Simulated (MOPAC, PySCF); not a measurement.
BBr₃, SMILES `BrB(Br)Br`, neutral singlet in the gas phase. 

Cartesian coordinates (Å):
```xyz
4

Br     1.8502    -0.4157     0.0022
B      0.0000     0.0000    -0.0011
Br    -0.5651     1.8102    -0.0005
Br    -1.2850    -1.3946    -0.0006
```
Charge 0, spin multiplicity 1.

All levels are single points at this geometry (PBE0-D3(BJ)/def2-TZVP); Pople sets use spherical d functions. Orbital energies aren't observables, and empty levels follow the basis.

B3LYP/LANL2DZ in PySCF gives gap (eV) = 5.78.

Question: Estimate the gap (eV) from each of these levels: PBE-D3(BJ)/def2-TZVP in PySCF; PBE0-D3(BJ)/def2-TZVP in PySCF; B3LYP/3-21G in PySCF; PBE/6-31G* in PySCF; HF/3-21G in PySCF; HF/STO-3G in PySCF; PM6 in MOPAC; PM7 in MOPAC.

Answer: 
```csv
level,gap (eV)
PBE-D3(BJ)/def2-TZVP in PySCF,4.09
PBE0-D3(BJ)/def2-TZVP in PySCF,6.21
B3LYP/3-21G in PySCF,5.77
PBE/6-31G* in PySCF,4.09
HF/3-21G in PySCF,12.56
HF/STO-3G in PySCF,14.13
PM6 in MOPAC,8.20
PM7 in MOPAC,7.88
```
